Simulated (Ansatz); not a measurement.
Consider the isomerisation: `C[Si](N)(O)Br` → `CO[SiH](N)Br`.

Program: Ansatz. Geometries: PBE0-D4/def2-TZVP. ΔE: electronic, gas phase. CBS: MP2 limit from def2 TZ/QZ plus the TZ coupled-cluster correction, frozen cores. DFT in def2-TZVPP. B3LYP here is the variant with VWN-RPA as its local correlation; programs differ in this. For Br outer-core shells are correlated without core-valence functions, which leaves a few kJ/mol of doubt a bond. Scalar relativity is left out up to krypton. One conformer a species, not always the lowest.

| level | ΔE (kJ/mol) | difference from CCSD(T)/CBS |
| --- | --- | --- |
| PBE-D4 | 110.1 | -1.5 |
| r2SCAN-D4 | 113.9 | 2.3 |
| PBE0-D4 | 111.9 | 0.3 |
| B3LYP-D4 | 105.0 | -6.6 |
| ωB97X-V | 105.0 | -6.6 |
| ωB97M-V | 111.1 | -0.5 |
| B2PLYP | 106.3 | -5.3 |
| PBE | 108.7 | -2.9 |
| r2SCAN | 113.6 | 2.0 |
| PBE0 | 110.6 | -1.0 |
| B3LYP | 102.6 | -9.0 |
| HF/def2-TZVPP | 95.4 | -16.2 |
| MP2/def2-TZVPP | 114.7 | 3.1 |
| SCS-MP2/def2-TZVPP | 106.4 | -5.2 |
| CCSD/def2-TZVPP | 107.3 | -4.3 |
| CCSD(T)/def2-TZVPP | 108.3 | -3.3 |
| HF/def2-QZVPP | 94.7 | -16.9 |
| MP2/def2-QZVPP | 116.4 | 4.8 |
| SCS-MP2/def2-QZVPP | 108.3 | -3.3 |
| HF/CBS(def2) | 94.6 | -17.0 |
| MP2/CBS(def2) | 118.0 | 6.4 |
| CCSD/CBS(def2) | 110.6 | -1.0 |
| CCSD(T)/CBS | 111.6 | 0 |

Largest T1 diagnostic among the species: 0.009.

In def2-TZVPP, CCSD(T) changes the Hartree–Fock value by +12.9 kJ/mol (the triples alone add +1.1 kJ/mol) and MP2 by +19.3 kJ/mol.
